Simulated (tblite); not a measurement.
C3H9OPSi.
Z-matrix (Å and degrees, GFN2-xTB geometry), rows numbered from 1:
```
O 
P   1  1.4629
C   2  1.8409  1  123.75
C   3  1.5447  2   88.89  1   141.05
Si  4  1.8989  3  115.83  2  -145.06
C   4  1.5446  3   97.17  2   -21.67
H   2  1.3957  1  114.41  3  -130.82
H   3  1.0874  2  120.41  1   -98.64
H   3  1.0921  2  108.63  1    27.95
H   4  1.0927  3  108.23  2    90.25
H   5  1.4631  4  108.19  3    56.45
H   5  1.4626  4  108.22  3   176.32
H   5  1.4626  4  108.18  3   -63.38
H   6  1.0921  2  108.63  1   -27.95
H   6  1.0874  2  120.39  1    98.63
```

Computed values, GFN2-xTB/tblite, gas phase, harmonic and unscaled. Errors from tens to a few hundred cm⁻¹ against measured bands are possible. Modes of hydrogen on phosphorus and silicon can be 10 to 20 % off. One conformer, not necessarily the lowest.

Harmonic wavenumbers (cm⁻¹): 75.5, 107.2, 185.5, 271.8, 295.3, 321.3, 417.6, 546.9, 555.5, 631.9, 666.1, 749.1, 767.0, 779.9, 782.4, 828.3, 845.8, 852.9, 950.6, 987.5, 995.2, 1042.2, 1093.3, 1153.3, 1167.2, 1253.0, 1258.1, 1295.5, 1432.8, 1438.7, 2259.9, 2276.2, 2279.2, 2281.9, 2946.7, 2956.9, 2961.1, 3006.7, 3007.2.

A = 6811, B = 1164, C = 1110 MHz; mass 120.016 u (most abundant isotopes); point group Cs, symmetry number 1.

What is the zero-point energy?

½Σν̃ = 23862 cm⁻¹ = 285.45 kJ/mol.

Give the ideal-gas entropy at 350 K and 1 bar in the rigid-rotor, harmonic-oscillator model (classical rotation).

Translation 171.90, rotation 119.12, vibration 96.20: S = 387.2 J/(mol K).

And Cp and H(350 K) − H(0)?

Cp = 152.53 J/(mol K), of which vibrations give 119.27 (their classical limit is 39 R = 324.3); H(350 K) − H(0) = 30.79 kJ/mol without the zero-point energy, 19.15 from vibrations.

What must be added to the electronic energy to get the Gibbs energy at 350 K and 1 bar?

ZPE + [H(350 K) − H(0)] − T·S = 285.45 + 30.79 − 135.53 = 180.71 kJ/mol.

Blend soft modes into free rotors: weight 1/[1 + (100 cm⁻¹/ν̃)⁴] for the oscillator and the rest for a rotor with moment μB/(μ + B), μ = h/(8π²ν), B = 10⁻⁴⁴ kg m². What vibrational entropy results?

91.72 J/(mol K) in place of 96.20, which changes −T·S at 350 K by +1.57 kJ/mol.

How do the functions run with temperature in this model?

```tsv
T (K)	S (J/(mol K))	Cp (J/(mol K))	H − H(0) (kJ/mol)	G − H(0) (kJ/mol)	ln q(vib)
100	267.3	60.4	4.48	-22.25	0.77
200	319.3	94.8	12.17	-51.68	2.32
300	365.1	134.1	23.62	-85.92	4.06
500	449.7	197.8	57.26	-167.58	7.88
800	556.3	254.7	125.97	-319.05	13.66
1000	615.8	278.6	179.44	-436.40	17.29
```

q(vib) and H(0) count from the zero-point level.

Hindered rotation and anharmonicity are outside this model. Other conformers, if any are populated, would add a mixing term that is left out.
